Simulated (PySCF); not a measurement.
GeH3, SMILES [GeH3-], charge -1.

Geometry: r2SCAN-D4/def2-TZVPD.

Two levels are set side by side: PBE/def2-TZVPD (PySCF) and HF/def2-TZVPD (PySCF). Same geometry, gas phase. Differences are taken from unrounded values.

```
quantity                        HF
---------------------------  -----
orbital gap (eV)              8.42
highest occupied level (eV)  -2.04
lowest empty level (eV)       6.38
mean polarisability (bohr³)   63.1
```

Task: What does PBE give, and how far is it from HF? (An estimate is asked for; the answer gives what the named calculation found.)

Result: 
```tsv
quantity	PBE	PBE minus HF
orbital gap (eV)	3.27	-5.15
highest occupied level (eV)	0.95	2.99
lowest empty level (eV)	4.22	-2.16
mean polarisability (bohr³)	71.5	8.4
```

Without exact exchange PBE keeps part of each electron's self-repulsion, which lifts occupied levels and narrows the gap. Loosely held outer electrons make PBE densities more polarisable. Differences between two approximate levels are no errors against the true value.

Rough cost on one machine, each run with all the roots and properties that it gave: HF against PBE about 1/5.
